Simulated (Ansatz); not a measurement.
**HBr (hydrogen bromide): methods side by side**

HBr has 2 atoms, charge 0, and is taken as a singlet. As SMILES, `Br`. The coordinates come from a PBE0-D4/def2-TZVP relaxation.

```xyz
2

Br   -0.6032    0.2180   -0.3050
H     0.6032   -0.2180    0.3050
```

Quantity: the atomisation enthalpy at 298 K, in kJ/mol. The values are calculated. The thermal term (zero-point and 298 K enthalpy, harmonic and unscaled) is that of PBE0-D4/def2-TZVP; the spin-orbit lowering of the free atoms at 298 K, 14.7 kJ/mol by their spectra, is taken off.

```csv
level,kind,program,value (kJ/mol),CPU time (all runs)
BHLYP/STO-3G,global hybrid,Ansatz,?,1.1 s
PBE0/STO-3G,global hybrid,Ansatz,417,1.1 s
r2SCAN0/STO-3G,hybrid meta-GGA,Ansatz,?,3.5 s
wB97M-V/STO-3G,range-separated hybrid,Ansatz,439,11 s
B2PLYP/STO-3G,double hybrid,Ansatz,392,1.4 s
CCSD(T)/STO-3G,coupled cluster or CI,Ansatz,354,0.24 s
CCSDT(Q)/STO-3G,coupled cluster or CI,Ansatz,354,0.43 s
CCSDTQ/STO-3G,coupled cluster or CI,Ansatz,354,3.9 s
FCI/STO-3G,exact in the basis,Ansatz,354,0.19 s
```

Question: Estimate what the levels marked ? give.

Answer: As computed at these levels: BHLYP/STO-3G: 404 kJ/mol; r2SCAN0/STO-3G: 413 kJ/mol. Measured: 366 kJ/mol (Active Thermochemical Tables). Nearest: CCSD(T)/STO-3G (-12 kJ/mol), CCSDT(Q)/STO-3G (-12 kJ/mol), CCSDTQ/STO-3G (-12 kJ/mol), FCI/STO-3G (-12 kJ/mol); farthest: wB97M-V/STO-3G (+73 kJ/mol). Wave-function methods converge slowly with the basis and bind too weakly in sets of this size; that is part of their error here. All-electron rows without a relativistic Hamiltonian named are non-relativistic. All rows use very small basis sets, so even the best lies far from the true value. In the correlated wave-function rows the outer d shell of Br is correlated, in sets not made for it. CPU times are rough (shared hosts, several kinds of processor): they show what a rung costs within a factor of a few.
